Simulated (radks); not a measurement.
Species: neutral gold. Configuration: [Xe] 4f14 5d10 6d1 (not the ground configuration).

Calculated with a radial shooting solver on a logarithmic mesh with Libxc functionals: scalar-relativistic Kohn-Sham, BLYP, spin-polarised, spherical densities, point nucleus; open shells are filled with parallel spins first (spin-orbit coupling, left out, can overturn this in heavy ions).

Energy parts (hartree):
part                       energy
total                 -19012.5923
kinetic                21279.4886
electron-nucleus      -47298.5410
Hartree                 7369.5638
exchange-correlation    -363.1037

Orbitals (lengths in bohr, moments of r in powers of bohr; r(max) is where P^2 peaks):
\begin{tabular}{lrrrr}
orbital & occ. & eigenvalue (hartree) & <r> & r(max) \\ \hline
1s up & 1 & -2969.416 & 0.01686 & 0.01041 \\
1s down & 1 & -2969.416 & 0.01686 & 0.01041 \\
2s up & 1 & -524.0789 & 0.07111 & 0.06016 \\
2s down & 1 & -524.0788 & 0.07111 & 0.06016 \\
2p up & 3 & -453.0363 & 0.06424 & 0.04981 \\
2p down & 3 & -453.0363 & 0.06424 & 0.04981 \\
3s up & 1 & -123.8399 & 0.1838 & 0.1696 \\
3s down & 1 & -123.8399 & 0.1838 & 0.1696 \\
3p up & 3 & -103.2399 & 0.1851 & 0.1690 \\
3p down & 3 & -103.2399 & 0.1851 & 0.1690 \\
3d up & 5 & -81.25307 & 0.1677 & 0.1376 \\
3d down & 5 & -81.25305 & 0.1677 & 0.1376 \\
4s up & 1 & -27.02615 & 0.4070 & 0.3826 \\
4s down & 1 & -27.02613 & 0.4070 & 0.3826 \\
4p up & 3 & -20.27300 & 0.4336 & 0.4028 \\
4p down & 3 & -20.27298 & 0.4336 & 0.4028 \\
4d up & 5 & -12.17219 & 0.4584 & 0.4103 \\
4d down & 5 & -12.17216 & 0.4584 & 0.4103 \\
5s up & 1 & -4.18539 & 0.9267 & 0.8475 \\
5s down & 1 & -4.18526 & 0.9267 & 0.8475 \\
4f up & 7 & -3.17929 & 0.4988 & 0.3754 \\
4f down & 7 & -3.17926 & 0.4988 & 0.3754 \\
5p up & 3 & -2.39857 & 1.073 & 0.9526 \\
5p down & 3 & -2.39842 & 1.073 & 0.9526 \\
5d up & 5 & -0.44953 & 1.582 & 1.215 \\
5d down & 5 & -0.44940 & 1.583 & 1.215 \\
6d up & 1 & -0.02391 & 10.29 & 8.822 \\
\end{tabular}

The highest occupied level is 6d up at -0.651 eV. The density falls to 0.001 e/bohr^3 at r = 3.85 bohr.
